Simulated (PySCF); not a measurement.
**What builds the third ionisation energy along group 11**

Calculated with PySCF 2.14 from differences of total energies of unrestricted determinants, without spin-orbit coupling. Each column adds one step, in eV (sums use unrounded values): valence MP2, valence CCSD, valence triples, then the next inner shell at CCSD(T) (Cu 3s 3p, Ag 4s 4p, Au 5s 5p). References (NIST) marked * lie between the lowest fine-structure levels; the others compare directly ((s) semi-empirical, (t) theoretical).

```
                                                       element     UHF  + MP2  + CCSD  + (T)  + inner shell     sum         reference
          Cu [Ar] 3d9 → [Ar] 3d8 (ANO-RCC-VTZP, spin-free X2C)  34.015  2.733  -0.491  0.112          0.201  36.569  36.841 ± 0.012 *
          Ag [Kr] 4d9 → [Kr] 4d8 (ANO-RCC-VTZP, spin-free X2C)  32.982  1.687  -0.186  0.072         -0.002  34.554  34.8 ± 0.3 (s) *
Au [Xe] 4f14 5d9 → [Xe] 4f14 5d8 (ANO-RCC-VTZP, spin-free X2C)  30.943  1.695  -0.191  0.084          0.001  32.532    30 ± 1.6 (t) *
```

What remains against the references is mostly basis incompleteness and, for starred values, spin-orbit coupling.

These are valence bases, so the inner-shell step is incomplete.
